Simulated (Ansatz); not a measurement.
Ge2O⁺. Charge 1, multiplicity 2. Geometry PBE0-D4/def2-TZVP; atoms count from 1.

| atom | x (Å) | y (Å) | z (Å) |
| --- | --- | --- | --- |
| Ge1 | -0.8721 | -1.1316 | 0.0404 |
| Ge2 | 1.2120 | 0.6301 | 0.4202 |
| O3 | -0.3400 | 0.5015 | -0.4606 |

Another isomer (doublet) lies 0.05 eV lower at PBE0-D4/def2-TZVP; other spin states weren't run for this one.

**Question.** Estimate the Mulliken populations from the PBE0/def2-TZVP orbitals of Ansatz.

**Answer.** 
| atom | charge (e) | spin (α − β) |
| --- | --- | --- |
| Ge1 | 0.69 | 0.47 |
| Ge2 | 0.69 | 0.47 |
| O3 | -0.38 | 0.07 |
Mulliken values and Mayer orders depend strongly on the basis.

**Question.** Where does the spin sit?

**Answer.** Summed by element: Ge 0.93, O 0.07, of 1 unpaired in all. Largest on single atoms: Ge2 0.47, Ge1 0.47, O3 0.07.

**Question.** And the Mayer bond orders between bonded heavy atoms (over 0.3)?

**Answer.** Ge1–Ge2 0.58 (2.76 Å); Ge1–O3 1.07 (1.79 Å); Ge2–O3 1.07 (1.79 Å).
